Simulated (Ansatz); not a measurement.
Ansatz (a first-principles code) job for BBr2HO, SMILES OB(Br)Br, PBE-D3(BJ)/def2-SVP. 

Ansatz 0.2 input:
```yaml
crystal:
  periodic: [false, false, false]
  atoms:
    - {symbol: B, position_ang: [0.64821256, -0.01046822, 0.00000000]}
    - {symbol: Br, position_ang: [-0.32107171, 1.65411716, 0.00000000]}
    - {symbol: Br, position_ang: [-0.29320865, -1.66923014, 0.00000000]}
    - {symbol: O, position_ang: [1.98422703, -0.03293862, 0.00000000]}
    - {symbol: H, position_ang: [2.38493344, 0.84480443, 0.00000000]}
basis:
  gaussian:
    orbitals: def2-SVP
hamiltonian:
  xc: pbe
  dispersion: d3bj
relax: {f_tol: 0.002, max_steps: 200}
```

It prints:

```
WARN ansatz: RAYON_NUM_THREADS=1 ignored (pool sized by the plan → 1); use --threads N
Functional definition: PBE
integrals: 0.04 GiB planned
1045 factors; their error is unknown
mean field: 0.23 GiB planned
mean field evaluation 1: about -142787.8763 eV, gradient 5.2e1 eV
mean field evaluation 2: about -142761.8468 eV, gradient 1.2e2 eV
mean field evaluation 4: about -142792.4098 eV, gradient 8.6e0 eV
mean field evaluation 8: about -142792.4971 eV, gradient 1.2e-1 eV
mean field evaluation 16: about -142792.4972 eV, gradient 2.3e-5 eV
mean field -142792.49715134 eV, -5247.5274820809 hartree, gradient 2.3e-5 eV, S^2 0.000000; 0 other end points of the search recorded, 0 dependent functions left out
the calculation of the forces begins
reference -142792.49717932 eV, -5247.5274831092 hartree; 42, 42 occupied and 55, 55 virtual orbitals, 1045 factors
relax step   1: F+E_penalty+E_count = -142792.61897864 eV  Δ(F+E_penalty+E_count) = +0.000e0 eV  max|allowed force component| = 5.505e-1 eV/Å  Δτ_max = 0.0000 Å  (28 SCF iters, accepted)
these checks for a lower state are left out or cut short: starts, cluster_reference, orbital_swaps, neighbouring_geometries, increment
integrals: 0.04 GiB planned
1045 factors; their error is unknown
mean field: 0.23 GiB planned
mean field -142792.50700511 eV, -5247.5278442002 hartree, gradient 7.8e-5 eV, S^2 0.000000; 0 other end points of the search recorded, 0 dependent functions left out
the calculation of the forces begins
reference -142792.50703313 eV, -5247.5278452301 hartree; 42, 42 occupied and 55, 55 virtual orbitals, 1045 factors
relax step   2: F+E_penalty+E_count = -142792.62836420 eV  Δ(F+E_penalty+E_count) = -9.386e-3 eV  max|allowed force component| = 1.840e-1 eV/Å  Δτ_max = 0.0118 Å  (27 SCF iters, accepted)
these checks for a lower state are left out or cut short: starts, cluster_reference, orbital_swaps, neighbouring_geometries, increment
integrals: 0.04 GiB planned
1045 factors; their error is unknown
mean field: 0.23 GiB planned
mean field -142792.50813898 eV, -5247.5278858693 hartree, gradient 7.8e-5 eV, S^2 0.000000; 0 other end points of the search recorded, 0 dependent functions left out
the calculation of the forces begins
reference -142792.50816702 eV, -5247.5278868996 hartree; 42, 42 occupied and 55, 55 virtual orbitals, 1045 factors
relax step   3: F+E_penalty+E_count = -142792.62935612 eV  Δ(F+E_penalty+E_count) = -9.919e-4 eV  max|allowed force component| = 4.154e-2 eV/Å  Δτ_max = 0.0039 Å  (26 SCF iters, accepted)
these checks for a lower state are left out or cut short: starts, cluster_reference, orbital_swaps, neighbouring_geometries, increment
integrals: 0.04 GiB planned
1045 factors; their error is unknown
mean field: 0.23 GiB planned
mean field evaluation 32: about -142792.5082 eV, gradient 7.8e-2 eV
mean field -142792.50824610 eV, -5247.5278898058 hartree, gradient 7.5e-5 eV, S^2 0.000000; 0 other end points of the search recorded, 0 dependent functions left out
the calculation of the forces begins
reference -142792.50827412 eV, -5247.5278908355 hartree; 42, 42 occupied and 55, 55 virtual orbitals, 1045 factors
relax step   4: F+E_penalty+E_count = -142792.62952390 eV  Δ(F+E_penalty+E_count) = -1.678e-4 eV  max|allowed force component| = 2.223e-2 eV/Å  Δτ_max = 0.0090 Å  (26 SCF iters, accepted)
these checks for a lower state are left out or cut short: starts, cluster_reference, orbital_swaps, neighbouring_geometries, increment
integrals: 0.04 GiB planned
1045 factors; their error is unknown
mean field: 0.23 GiB planned
mean field -142792.50826527 eV, -5247.5278905105 hartree, gradient 8.9e-5 eV, S^2 0.000000; 0 other end points of the search recorded, 0 dependent functions left out
the calculation of the forces begins
reference -142792.50829329 eV, -5247.5278915400 hartree; 42, 42 occupied and 55, 55 virtual orbitals, 1045 factors
relax step   5: F+E_penalty+E_count = -142792.62954244 eV  Δ(F+E_penalty+E_count) = -1.854e-5 eV  max|allowed force component| = 1.458e-2 eV/Å  Δτ_max = 0.0025 Å  (21 SCF iters, accepted)
these checks for a lower state are left out or cut short: starts, cluster_reference, orbital_swaps, neighbouring_geometries, increment
integrals: 0.04 GiB planned
1045 factors; their error is unknown
mean field: 0.23 GiB planned
mean field -142792.50827368 eV, -5247.5278908193 hartree, gradient 2.0e-5 eV, S^2 0.000000; 0 other end points of the search recorded, 0 dependent functions left out
the calculation of the forces begins
reference -142792.50830170 eV, -5247.5278918489 hartree; 42, 42 occupied and 55, 55 virtual orbitals, 1045 factors
relax step   6: F+E_penalty+E_count = -142792.62954927 eV  Δ(F+E_penalty+E_count) = -6.832e-6 eV  max|allowed force component| = 4.375e-4 eV/Å  Δτ_max = 0.0006 Å  (20 SCF iters, accepted)
integrals: 0.04 GiB planned
1045 factors; their error is unknown
mean field: 0.23 GiB planned
mean field evaluation 64: about -142792.5083 eV, gradient 2.0e-5 eV
mean field -142792.50827368 eV, -5247.5278908193 hartree, gradient 2.0e-5 eV, S^2 0.000000; 1 other end points of the search recorded, 0 dependent functions left out
the calculation of the forces begins
reference -142792.50830170 eV, -5247.5278918489 hartree; 42, 42 occupied and 55, 55 virtual orbitals, 1045 factors
Total energy: -142792.62957729 eV, -5247.5323486448 hartree
Atom 0 at     0.646100    -0.011736    -0.000000 Å, force    -0.000004    -0.000001    -0.000000 eV/Å
Atom 1 at    -0.326327     1.665694     0.000000 Å, force     0.000013    -0.000135     0.000000 eV/Å
Atom 2 at    -0.299887    -1.680736     0.000000 Å, force     0.000076     0.000181     0.000000 eV/Å
Atom 3 at     1.995140    -0.040392     0.000000 Å, force    -0.000261    -0.000438     0.000000 eV/Å
Atom 4 at     2.388066     0.853455    -0.000000 Å, force     0.000176     0.000393     0.000000 eV/Å
Dipole moment:     0.272973     0.275925    -0.000000 e Å
```

The run converged.
